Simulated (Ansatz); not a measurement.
`C[S][Mg][Br]` + `O[SiH](Cl)Cl` → `[OH][Mg][Br]` + `CS[SiH](Cl)Cl`  (redistribution)

Isolated molecules relaxed with PBE0-D4/def2-TZVP in Ansatz; ΔE leaves out vibrations. CCSD(T)/CBS is the MP2 limit (def2-TZVPP, def2-QZVPP) plus CCSD(T) − MP2 in def2-TZVPP, frozen cores. This one scheme is used for every species. Functionals use def2-TZVPP. B3LYP here is the variant with VWN-RPA as its local correlation; programs differ in this. HSE06 is defined as in plane-wave codes. For Br, Mg outer-core shells are correlated without core-valence functions, which leaves a few kJ/mol of doubt a bond. Scalar relativity is left out up to krypton. One conformer a species, not always the lowest.

Problem. Is it downhill or uphill in electronic energy at CCSD(T)/CBS, and by how much? (Estimate.)

Solution. The calculation gave: Uphill: ΔE = +36.7 kJ/mol.

Problem. What do these levels give: LDA (SPW92), revPBE-D4, B3LYP-D4, HSE06-D4, ωB97M-V, PBE-QIDH, B3LYP, LC-ωPBE, HF/def2-SVP, MP2/def2-TZVPP, CCSD(T)/def2-TZVPP, CCSD/CBS(def2)? (Estimate.)

Solution. The calculation gave: LDA (SPW92) 38.5, revPBE-D4 30.5, B3LYP-D4 37.5, HSE06-D4 39.4, ωB97M-V 39.8, PBE-QIDH 41.9, B3LYP 47.2, LC-ωPBE 38.1, HF/def2-SVP 45.5, MP2/def2-TZVPP 35.3, CCSD(T)/def2-TZVPP 42.5, CCSD/CBS(def2) 38.9 kJ/mol.

Largest T1 diagnostic among the species: 0.010.

From PBE to PBE0 (25 % exact exchange), in def2-TZVPP and without D4, ΔE moves by +3.6 kJ/mol. At CCSD(T), def2-SVP lies −6.0 kJ/mol from the extrapolated value and def2-TZVPP +5.9 kJ/mol. Leaving LDA and LC-ωPBE aside and taking each functional with its dispersion term where it has one, the values, not all of them listed here, spread over 13.7 kJ/mol, from revPBE-D4 to B97M-V.
